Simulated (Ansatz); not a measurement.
Reaction (ligand exchange at a Ga–S bond): `[SH][GaH][Cl]` + `BS` → `B[S][GaH][Cl]` + H₂S

Gas-phase electronic energies from Ansatz, PBE0-D4/def2-TZVP geometries. CCSD(T)/CBS is the MP2 limit (def2-TZVPP, def2-QZVPP) plus CCSD(T) − MP2 in def2-TZVPP, frozen cores. This one scheme is used for every species. Functionals use def2-TZVPP. For Ga outer-core shells are correlated without core-valence functions, which leaves a few kJ/mol of doubt a bond. Scalar relativity is left out up to krypton. Each species was taken in one conformer, which may not be the lowest.

(1) Is it downhill or uphill in electronic energy at CCSD(T)/CBS, and by how much? (An estimate is asked.)

(2) What do these levels give: B97M-V, r2SCANh-D4, r2SCAN0-D4, BHLYP-D4, PBE0, r2SCANh, r2SCAN0, BHLYP, RPA@PBE/def2-TZVPP, MP2/def2-TZVPP, CCSD/def2-TZVPP, MP2/CBS(def2)? (An estimate is asked.)

Largest T1 diagnostic among the species: 0.015.

Answers

(1) Computed: Uphill: ΔE = +0.12 eV.

(2) The calculation gave: B97M-V 0.16, r2SCANh-D4 0.17, r2SCAN0-D4 0.16, BHLYP-D4 0.14, PBE0 0.17, r2SCANh 0.17, r2SCAN0 0.17, BHLYP 0.17, RPA@PBE/def2-TZVPP 0.13, MP2/def2-TZVPP 0.11, CCSD/def2-TZVPP 0.13, MP2/CBS(def2) 0.11 eV.

In def2-TZVPP, CCSD(T) changes the Hartree–Fock value by −0.03 eV (the triples alone add −0.01 eV) and MP2 by −0.05 eV. At CCSD(T), def2-SVP lies +0.05 eV from the extrapolated value and def2-TZVPP +0.00 eV.
